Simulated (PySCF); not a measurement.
Species: (Br2Al-mu-H)2.
Structure used (PBE0-D3(BJ)/def2-SVP), in Å, numbered top down from 1:
```xyz
8
Al2Br4H2 angstrom
Al    -0.1396   -0.2420   -1.2588
Br     1.7096   -0.6014   -2.4547
Br    -2.2283   -0.2449   -2.0446
H     -0.0614   -1.1539    0.2098
Al     0.1744    0.2218    1.2373
Br    -1.6759    0.5786    2.4318
Br     2.2615    0.2243    2.0277
H      0.0981    1.1319   -0.2322
```

Method used: PBE0-D3(BJ)/def2-SVP geometry optimisation, gas phase in PySCF 2.14.0.

Masses are those of the commonest isotopes; rigid-rotor values at the optimised geometry. 

Question: Give the principal moments of inertia and the rotational constants in GHz.

Answer: Ia = 1249.41, Ib = 1752.33, Ic = 2996.25 u·Å²; 505379 MHz·u·Å²/I gives 404.5, 288.4 and 168.7 MHz, that is A = 0.4045, B = 0.2884, C = 0.1687 GHz.

Question: What kind of rotor is it?

Answer: An asymmetric top; Ray's κ = 0.015.

Question: Is it planar, by Δ = Ic − Ia − Ib?

Answer: Not planar: Δ = Ic − Ia − Ib = -5.49 u·Å². For a rigid frame Δ = −2 Σ m c², so Σ m c² = 2.74 u·Å² lies off the ab plane, practically all of it from hydrogen. The atom farthest from that plane is 1.17 Å away.

Question: List the rotational levels J(Ka,Kc) to J = 4 (cm⁻¹).

Answer: Above 0(0,0):
J = 1: 1(0,1) 0.0152, 1(1,1) 0.0191, 1(1,0) 0.0231
J = 2: 2(0,2) 0.0439, 2(1,2) 0.0456, 2(1,1) 0.0576, 2(2,1) 0.0692, 2(2,0) 0.0711
J = 3: 3(0,3) 0.0838, 3(1,3) 0.0844, 3(1,2) 0.1077, 3(2,2) 0.1150, 3(2,1) 0.1226, 3(3,1) 0.1453, 3(3,0) 0.1459
J = 4: 4(0,4) 0.1346, 4(1,4) 0.1348, 4(1,3) 0.1710, 4(2,3) 0.1744, 4(2,2) 0.1920, 4(3,2) 0.2089, 4(3,1) 0.2126, 4(4,1) 0.2479, 4(4,0) 0.2481

The point group D2h allows no dipole (computed: 0.01 D), so a rigid rotor has no electric-dipole lines.

Question: Estimate the classical rotational partition function at 10 K, 50 K and 298.15 K.

Answer: Point group D2h, symmetry number σ = 4; q = (√π/σ)·√((kT/h)³/(ABC)), k/h = 20836.6 MHz/K: 9500 at 10 K, 106000 at 50 K, 1550000 at 298.15 K.

Whether it is a minimum is left open (no frequencies). No vibrational averaging or centrifugal distortion is included, and the geometry carries the error of its method. Quadrupole hyperfine structure (27Al, 79Br) is left out.

Hardware: one thread of an Intel Xeon at 2.50 GHz, shared host. Cost: 15 min, 1.1 GiB resident at most. That covers the optimisation of the geometry.
